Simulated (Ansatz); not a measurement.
Species: C4H12Nb, net charge 0, doublet state. The spin state was set by rule; other spins were not relaxed. 
Geometry from a B3LYP-D3(BJ)/def2-TZVP (Ansatz, an electronic-structure program) optimisation:
```
Nb
C 1 2.1570
H 2 1.0954 1 113.87
H 2 1.0954 3 108.55 1 127.97
H 2 1.0998 3 107.72 4 116.37
C 1 2.1570 2 105.64 3 62.60
H 6 1.0954 1 113.87 2 -62.60
H 6 1.0954 7 108.55 1 -127.97
H 6 1.0998 7 107.72 8 -116.37
C 1 2.1570 2 111.42 3 -58.55
H 10 1.0954 1 113.87 2 -58.55
H 10 1.0954 11 108.55 1 127.97
H 10 1.0998 11 107.72 12 116.37
C 1 2.1570 2 111.42 3 -176.26
H 14 1.0954 1 113.87 2 58.55
H 14 1.0954 15 108.55 1 -127.97
H 14 1.0998 15 107.72 16 -116.37
```
Charge 0, spin multiplicity 2.

Total electronic energies in hartree. Cores are frozen in the correlated levels unless marked. Open shells are spin-unrestricted. No spin-orbit coupling. The frozen core is the preceding noble-gas configuration, with the filled d and f shells of earlier blocks. In def2 rows, elements after Kr have scalar-relativistic effective core potentials. STO-3G rows are all-electron and non-relativistic. CBS marks a two-point X^-3 extrapolation of the correlation energy; Hartree-Fock from the larger set. [CCSD(T)-MP2]/basis is that difference in the basis named.

```tsv
level	program	energy (Eh)
HF/def2-SVP	Ansatz	-214.64773
RI-HF/def2-TZVPP	Ansatz	-214.84657
PBE/def2-TZVPD	Ansatz	-216.42473
PBE-D3(BJ)/def2-TZVPD	Ansatz + dftd3	-216.43824
PBE-D4/def2-TZVPD	Ansatz + dftd4	-216.43617
revPBE-D4/def2-TZVPD	Ansatz + dftd4	-216.67699
revPBE/def2-TZVPD	Ansatz	-216.64549
r2SCAN/def2-TZVPD	Ansatz	-216.56944
B3LYP-D3(BJ)/def2-TZVPD	Ansatz + dftd3	-216.70250
PBE0/STO-3G	Ansatz	-3875.03506
PBE0/def2-SVP	Ansatz	-216.22954
PBE0/def2-TZVP	Ansatz	-216.42059
PBE0/def2-QZVPP	Ansatz	-216.43962
HSE06-D3(BJ)/def2-TZVPD	Ansatz + dftd3	-216.42001
HSE06-D4/def2-TZVPD	Ansatz + dftd4	-216.41915
CAM-B3LYP-D3(BJ)/def2-TZVPD	Ansatz + dftd3	-216.50151
LC-wPBE-D3(BJ)/def2-TZVPD	Ansatz + dftd3	-216.56430
LC-wPBE-D4/def2-TZVPD	Ansatz + dftd4	-216.56316
LC-wPBE/def2-TZVPD	Ansatz	-216.55045
B2PLYP-D3(BJ)/def2-TZVPD	Ansatz + dftd3	-216.30317
RPA@PBE/def2-TZVPP	Ansatz	-216.33460
SCS-MP2/def2-TZVPP	Ansatz	-215.74667
RI-MP2/CBS(def2-TZVPP,def2-QZVPP)+[CCSD(T)-MP2]/def2-TZVPP	Ansatz	-215.9441
```

Totals of different functionals don't rank their quality; only differences between species are comparable.
